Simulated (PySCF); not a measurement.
# Electron correlation in Cd (cadmium, neutral)

[Kr] 4d10 5s1 5p1, high-spin 3P determinant (an excited configuration). Computed with PySCF 2.14 in aug-cc-pwCVDZ-PP with ECP28MDF (6s6p5d3f, 70 functions), with a scalar-relativistic core potential. Frozen: 4s2 4p6; 12 electrons correlated.

```csv
level,correlation energy (mhartree)
CCSD,-369.24
(T),-8.77
CCSD(T),-378.01
```

Diagnostics: T1 = 0.012, D1 = 0.0542, largest double amplitude 0.025.

Cost of the coupled-cluster step: about 23 core-seconds, for 12 correlated electrons.

Iterations:

```
CC2 = 0
CCSD nocc = (np.int64(7), np.int64(5)), nmo = (66, 66)
frozen orbitals [[0, 1, 2, 3], [0, 1, 2, 3]]
max_cycle = 100
direct = 0
conv_tol = 1e-08
conv_tol_normt = 1e-06
diis_space = 8
diis_start_cycle = 0
Init t2, MP2 energy = -0.395218947300177
Init E_corr(UCCSD) = -0.395218947306705
cycle = 1  E_corr(UCCSD) = -0.362552414945382  dE = 0.0326665324  norm(t1,t2) = 0.0544939
cycle = 2  E_corr(UCCSD) = -0.368924298878866  dE = -0.00637188393  norm(t1,t2) = 0.0150134
cycle = 3  E_corr(UCCSD) = -0.368710528994504  dE = 0.000213769884  norm(t1,t2) = 0.00739522
cycle = 4  E_corr(UCCSD) = -0.369233568779411  dE = -0.000523039785  norm(t1,t2) = 0.00211477
cycle = 5  E_corr(UCCSD) = -0.369258761947017  dE = -2.51931676e-05  norm(t1,t2) = 0.000731246
cycle = 6  E_corr(UCCSD) = -0.369230448425941  dE = 2.83135211e-05  norm(t1,t2) = 0.000262481
cycle = 7  E_corr(UCCSD) = -0.369239113198822  dE = -8.66477288e-06  norm(t1,t2) = 5.42186e-05
cycle = 8  E_corr(UCCSD) = -0.369239230680611  dE = -1.17481788e-07  norm(t1,t2) = 1.52261e-05
cycle = 9  E_corr(UCCSD) = -0.369238783659603  dE = 4.47021008e-07  norm(t1,t2) = 5.81723e-06
cycle = 10  E_corr(UCCSD) = -0.369238836152319  dE = -5.2492716e-08  norm(t1,t2) = 2.13098e-06
cycle = 11  E_corr(UCCSD) = -0.369238846811443  dE = -1.06591239e-08  norm(t1,t2) = 8.07615e-07
cycle = 12  E_corr(UCCSD) = -0.369238848462198  dE = -1.65075476e-09  norm(t1,t2) = 1.68169e-07
UCCSD converged
E(UCCSD) = -167.1152512721079  E_corr = -0.3692388484621975
UCCSD(T) correction = -0.00876718887442626
```
